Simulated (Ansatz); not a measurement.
Gas-phase electronic energies from Ansatz, PBE0-D4/def2-TZVP geometries. CCSD(T)/CBS is the MP2 limit (def2-TZVPP, def2-QZVPP) plus CCSD(T) − MP2 in def2-TZVPP, frozen cores. DFT in def2-TZVPP. HSE06 is defined as in plane-wave codes. Elements past krypton have def2 core potentials. For Ge, I outer-core shells are correlated without core-valence functions, which leaves a few kJ/mol of doubt a bond. Scalar relativity is left out up to krypton.

Reaction (ligand exchange at a Ge–I bond): `[GeH3][I]` + `[SH][GeH3]` → `[GeH3][S][GeH3]` + HI

`[GeH3][I]`:

Z-matrix (Å, degrees):
```
Ge
I 1 2.514
H 1 1.532 2 107.5
H 1 1.532 2 107.5 3 -120.0
H 1 1.532 2 107.5 3 120.0
```

`[SH][GeH3]`:

Cartesian coordinates in Å:
```
S 0.563 -1.626 -0.049
Ge -0.325 0.395 0.218
H 1.369 -1.257 -1.057
H -1.037 0.842 -1.068
H 0.762 1.414 0.593
H -1.331 0.233 1.363
```

`[GeH3][S][GeH3]`:

Cartesian coordinates in Å:
```
Ge 0.387 0.740 1.460
S -0.439 1.336 -0.514
Ge -0.413 -0.659 -1.491
H -0.536 -0.297 2.121
H 0.450 2.023 2.296
H 1.790 0.137 1.280
H -1.290 -1.641 -0.697
H -0.976 -0.446 -2.901
H 1.028 -1.193 -1.554
```

HI:

```xyz
2

I    -0.152   -0.736    0.288
H     0.152    0.736   -0.288
```

| level | ΔE (kJ/mol) |
| --- | --- |
| HSE06-D4 | 33.4 |
| MP2/CBS(def2) | 33.4 |

Task: What does CCSD(T)/CBS give? (An estimate is asked.)

Result: Computed: +31.2 kJ/mol. The listed levels differ from it by 2.2, 2.2 kJ/mol.

Largest T1 diagnostic among the species: 0.011.

The D4 term adds −5.7 kJ/mol with B3LYP and −3.2 kJ/mol with PBE0; it sums over pairs of atoms, weighted by their polarisabilities, and B3LYP, whose exchange is more repulsive, gets the larger term. In def2-TZVPP, CCSD(T) changes the Hartree–Fock value by −17.2 kJ/mol (the triples alone add −2.4 kJ/mol) and MP2 by −15.1 kJ/mol.

B3LYP here is the variant with VWN-RPA as its local correlation; programs differ in this.
